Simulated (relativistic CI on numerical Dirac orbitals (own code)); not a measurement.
**Electric-dipole transitions in Rb22+**

These numbers are calculated, not measured: Dirac-Coulomb-Breit CI, separate exchange-only KLI orbitals for each configuration, QED by a radiative potential, unscaled Slater integrals (own radial code, finite nucleus).

Configuration list (outside the closed core [Ne]): 3s2 3p3, 3s 3p4, 3s2 3p2 3d, 3p5, 3s 3p3 3d, 3p4 3d, 3s 3p2 3d2, 3s2 3p 3d 4p, 3p4 4s, 3s2 3p2 4s, 3s 3p2 3d 4s, 3p4 4p, 3s2 3p2 4p, 3s2 3p 3d2, 3s2 3d3, 3s 3p 3d3, 3s2 3d2 4s, 3s2 3d2 4p, 3p3 3d2, 3p2 3d3, 3p2 3d2 4s, 3p2 3d2 4p, 3s2 3p 3d 4s, 3s 3p 3d2 4s, 3s2 3d 4s2, 3s2 3d 4s 4p. Double excitations out of closed p, d and f shells are left out; levels of such configurations are missing from the list, as are those of other unlisted configurations, and high levels can miss mixing partners.

```tsv
λ vac (nm)	Lower	Upper	A (s⁻¹)	gf	Branching (%)
9.9558	3s 3p4 4P_5/2 [6]	3s 3p3 3d 4D°_7/2 [86]	9.77e+10	1.16e+00	86.7
10.074	3s2 3p3 2P°_1/2 [4]	3s2 3p2 3d 2D_3/2 [40]	9.37e+10	5.70e-01	55.5
10.236	3s2 3p3 2D°_5/2 [3]	3s2 3p2 3d 2F_7/2 [37]	2.04e+11	2.57e+00	100.0
10.240	3s 3p4 2D_5/2 [10]	3s 3p3 3d 2F°_7/2 [108]	1.44e+11	1.82e+00	87.7
10.283	3s2 3p3 2D°_3/2 [2]	3s2 3p2 3d 2F_5/2 [35]	1.09e+11	1.04e+00	61.6
10.296	3s2 3p3 4S°_3/2 [1]	3s2 3p2 3d 4P_1/2 [28]	1.81e+11	5.75e-01	97.2
10.336	3s2 3p3 2D°_3/2 [2]	3s2 3p2 3d 2D_3/2 [33]	1.29e+11	8.24e-01	66.9
10.361	3s2 3p3 4S°_3/2 [1]	3s2 3p2 3d 4P_3/2 [27]	1.22e+11	7.84e-01	73.9
10.366	3s 3p4 2D_5/2 [10]	3s 3p3 3d 2D°_5/2 [104]	8.51e+10	8.23e-01	56.8
10.505	3s 3p4 4P_5/2 [6]	3s 3p3 3d 4D°_7/2 [71]	6.10e+10	8.07e-01	75.7
10.530	3s2 3p3 4S°_3/2 [1]	3s2 3p2 3d 4P_5/2 [25]	1.45e+11	1.45e+00	84.4
10.553	3s2 3p3 2P°_1/2 [4]	3s2 3p2 3d 2P_3/2 [38]	8.63e+10	5.76e-01	55.5
10.639	3s2 3p3 2D°_5/2 [3]	3s2 3p2 3d 2F_5/2 [35]	6.12e+10	6.23e-01	34.4
10.643	3s2 3p3 4S°_3/2 [1]	3s 3p4 2P_3/2 [24]	5.19e+10	3.52e-01	30.1
10.668	3s2 3p3 2D°_3/2 [2]	3s2 3p2 3d 2D_5/2 [32]	5.77e+10	5.91e-01	34.6
10.688	3s2 3p2 3d 4F_9/2 [20]	3s2 3p 3d2 4F°_9/2 [127]	1.50e+11	2.57e+00	78.7
10.692	3s2 3p3 2D°_3/2 [2]	3s 3p4 2P_1/2 [31]	1.29e+11	4.41e-01	67.1
10.735	3s 3p4 4P_5/2 [6]	3s 3p3 3d 4P°_5/2 [69]	8.45e+10	8.76e-01	72.5
10.810	3s2 3p3 2P°_3/2 [5]	3s2 3p2 3d 2D_5/2 [41]	1.73e+11	1.82e+00	94.3
10.819	3s2 3p2 3d 4F_7/2 [16]	3s2 3p 3d2 4F°_7/2 [118]	9.51e+10	1.33e+00	51.5
10.889	3s2 3p3 2P°_3/2 [5]	3s2 3p2 3d 2D_3/2 [40]	7.39e+10	5.25e-01	43.8
11.021	3s2 3p2 3d 4P_5/2 [25]	3s2 3p 3d2 4D°_7/2 [137]	1.62e+11	2.37e+00	59.9
11.053	3s2 3p3 2D°_5/2 [3]	3s2 3p2 3d 2D_5/2 [32]	6.87e+10	7.55e-01	41.2
11.166	3s2 3p2 3d 2F_5/2 [35]	3s2 3p 3d2 2G°_7/2 [152]	1.50e+11	2.24e+00	49.5
11.319	3s2 3p3 2P°_3/2 [5]	3s2 3p2 3d 2S_1/2 [39]	1.52e+11	5.84e-01	88.2
11.391	3s2 3p2 3d 2F_7/2 [37]	3s2 3p 3d2 2G°_9/2 [159]	2.22e+11	4.32e+00	83.4
11.418	3s2 3p2 3d 2G_9/2 [29]	3s2 3p 3d2 2G°_9/2 [138]	1.21e+11	2.36e+00	73.1
11.747	3s2 3p3 2D°_3/2 [2]	3s 3p4 2P_3/2 [24]	5.22e+10	4.32e-01	30.3
11.902	3s2 3p2 3d 2D_5/2 [41]	3s2 3p 3d2 2F°_7/2 [164]	2.06e+11	3.51e+00	85.3
12.214	3s2 3p3 2D°_5/2 [3]	3s 3p4 2P_3/2 [24]	6.32e+10	5.65e-01	36.6
```

Terms are leading LS components. Brackets give the number of a level in order of energy, since labels repeat. The list gives strong lines, with weight on those to low levels, without lines whose two gauges differ by over a factor of 2.5, among the lowest 200 of 2360 levels, so that lines to higher ones, which can be the strongest, are missing. Levels whose partners in the same complex of configurations lie outside the list can be far off, and so can their lines. Rates are taken at the computed energies, electric ones in the length gauge.

At this charge energies of transitions that change n are usually good to better than 1 %, and those within a shell (Δn = 0) to a few per cent.

LS names give the leading component of a level, which can be under half, so a name can repeat, a term be missing and a line seem to break the LS rules.
